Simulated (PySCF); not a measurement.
A search over the determinants of NbCl

Unrestricted PBE0; basis Nb x2c-TZVPPall, Cl x2c-TZVPPall; spin-free X2C with a Gaussian nucleus; PySCF 2.14. Outer shells of the fragments: Nb 4d4 5s1; Cl 3s2 3p5.

Followed along the bond (rough minima from three points):

| 2Ms+1 | unpaired | ⟨S²⟩ at the start | R at minimum (Å) | Te (eV) |
| --- | --- | --- | --- | --- |
| 5 | σ ↑, π ↑, δ ↑↑ | 6.01 | 2.29 | 0.00 |
| 5 | σ ↑, π ↑↑, δ ↑ | 6.01 | 2.34 | 0.22 |
| 5 | π ↑↑, δ ↑↑ | 6.01 | 2.38 | 0.65 |
| 5 | σ ↑↑, δ ↑↑ | 6.01 | 2.34 | 0.82 |
| 3 | σ ↑, π ↓, δ ↑↑ | 3.01 | 2.28 | 0.95 |
| 3 | δ ↑↑ | 2.67 | none in the scan | ≤ 1.09 |

Solutions found at the starting distance of 2.330 Å, counted from the lowest of them; the search is not exhaustive and high or unbound solutions are not listed, so other states can lie among these:

```tsv
2Ms+1	unpaired	term	E (eV)	⟨S²⟩	⟨Lz²⟩	μ (D)
5	σ ↑, π ↑, δ ↑↑	⁵Π	0.00	6.01	1.11	-3.96
5	σ ↑, π ↑↑, δ ↑	⁵Δ	0.22	6.01	4.00	-3.86
5	π ↑↑, δ ↑↑	⁵Σ⁺	0.66	6.01	0.00	-4.76
5	σ ↑↑, δ ↑↑	⁵Σ⁻	0.81	6.01	0.00	-0.69
3	σ ↑, π ↓, δ ↑↑	mixed	0.96	3.01	1.01	-4.26
3	δ ↑↑	mixed	1.11	2.67	0.00	-0.89
```

A term symbol is given only where ⟨S²⟩ and ⟨Lz²⟩ are close to those of a pure state; real π, δ and φ orbitals otherwise mix terms. A positive dipole means Nb(−)Cl(+).

Spin–orbit coupling is left out. With d or f electrons several states lie close, and the lowest PBE0 determinant need not be the measured ground state.
